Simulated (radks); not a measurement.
The numbers below are computed, except where a source is named.
How relativity changes the ionisation of neutral rhodium ([Kr] 4d8 5s1) to Rh+ ([Kr] 4d8). Spin-unpolarised spherical Kohn-Sham, LDA (Slater exchange, Perdew-Wang correlation), point nucleus unless stated (finite: rms radius 4.4945 fm), a radial shooting solver on a logarithmic mesh with Libxc functionals. A level marked "c x" has the speed of light scaled by that factor and shares open shells by 2j + 1; other Dirac levels either fill j = l - 1/2 first or share by 2j + 1.

non-rel.: E(Rh) (hartree) -4683.28263; E(Rh+) (hartree) -4683.01537; IE (eV) 7.273; HOMO 5s; <r> HOMO (bohr) 3.401
scalar-rel.: E(Rh) (hartree) -4779.50163; E(Rh+) (hartree) -4779.21559; IE (eV) 7.784; HOMO 5s; <r> HOMO (bohr) 3.253
scalar-rel., finite nucleus: E(Rh) (hartree) -4779.41700; E(Rh+) (hartree) -4779.13097; IE (eV) 7.783; HOMO 5s; <r> HOMO (bohr) 3.253
Dirac, 2j+1 shares: E(Rh) (hartree) -4780.41035; E(Rh+) (hartree) -4780.12425; IE (eV) 7.785; HOMO 5s1/2; <r> HOMO (bohr) 3.253
Dirac, low j first: E(Rh) (hartree) -4780.42195; E(Rh+) (hartree) -4780.13616; IE (eV) 7.777; HOMO 5s1/2; <r> HOMO (bohr) 3.255
Dirac, 2j+1 shares, finite nucleus: E(Rh) (hartree) -4780.32553; E(Rh+) (hartree) -4780.03945; IE (eV) 7.785; HOMO 5s1/2; <r> HOMO (bohr) 3.253
Dirac, c x 0.75: E(Rh) (hartree) -4863.88475; E(Rh+) (hartree) -4863.58133; IE (eV) 8.257; HOMO 5s1/2; <r> HOMO (bohr) 3.134
Dirac, c x 1.25: E(Rh) (hartree) -4744.23116; E(Rh+) (hartree) -4743.95224; IE (eV) 7.590; HOMO 5s1/2; <r> HOMO (bohr) 3.307
Dirac, c x 5: E(Rh) (hartree) -4686.97378; E(Rh+) (hartree) -4686.70583; IE (eV) 7.291; HOMO 5s1/2; <r> HOMO (bohr) 3.395

NIST Atomic Spectra Database: 7.459 eV (measured). The relativistic part of the total energy of Rh is -97.04 hartree (Dirac, 2j+1 shares, finite nucleus), 2.1 % of the non-relativistic value. Spin polarisation and multiplet splitting of open shells are left out at every level.

Beside tabulated values, note that relativity, absent from the non-relativistic runs, is large for the heavy elements, and spin-unpolarised runs miss the spin-polarisation part of the exchange energy of open shells.
